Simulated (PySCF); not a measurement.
Calculation: PySCF with PBE0-D4/def2-TZVP. All species are isolated molecules in the gas phase. One relaxed conformer stands for a flexible species; it need not be the lowest. Delta-SCF ions had no search for a lower state. Excitations are Tamm–Dancoff values on a coarser integration grid. The basis has no diffuse functions, so Rydberg states are missing or too high.

Reference species (SMILES): `OB(O)[SiH2]O` (neutral, multiplicity 1).

| Item | Value |
|---|---|
| HOMO | -8.05 eV |
| vertical ionisation energy (Delta-SCF) | 10.23 eV |
| HOMO–LUMO gap | 7.92 eV |
| T1 excitation (TDA) | 5.30 eV |

Changed species: `O[SiH2]O[SiH3]` (H–O–Si–O torsion 72°, O–Si–O–Si torsion 68°) (X = siloxy; the reference has X = borono).

Q: Give the shifts of the HOMO, vertical ionisation energy (Delta-SCF), HOMO–LUMO gap and T1 excitation (TDA).

A: the HOMO falls by 0.69 eV, to -8.74 eV; the vertical ionisation energy (Delta-SCF) rises by 0.54 eV, to 10.77 eV; the HOMO–LUMO gap goes up by 0.94 eV, to 8.86 eV; the T1 excitation (TDA) rises by 1.81 eV, to 7.11 eV.
